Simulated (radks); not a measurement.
The numbers below are computed, except where a source is named.
Question: These are the eigenvalues of the occupied orbitals of an atom or ion with whole-number occupations (eV). Code: a radial shooting solver on a logarithmic mesh with Libxc functionals. Model: non-relativistic Kohn-Sham, exchange-only B88, spin-polarised, spherical densities, point nucleus.

| orbital | eigenvalue |
|---|---|
| 1s up | -383.6257 |
| 1s down | -381.9331 |
| 2s up | -19.1957 |
| 2s down | -13.7027 |
| 2p up | -7.7448 |

Which element is it, and in what charge state? The configuration may be excited. Open shells, if any, are filled with parallel spins first.

Answer: Z = 7, nitrogen, charge 0: N in [He] 2s2 2p3. The list shows which subshells hold electrons but not how many an open one holds; the 1s level, -14.098 hartree, gives Z - s = 5.3 by -(Z - s)^2/2, which with screening narrows Z to a few neighbours, and the depths of the outer levels then fix element, charge and occupations together.
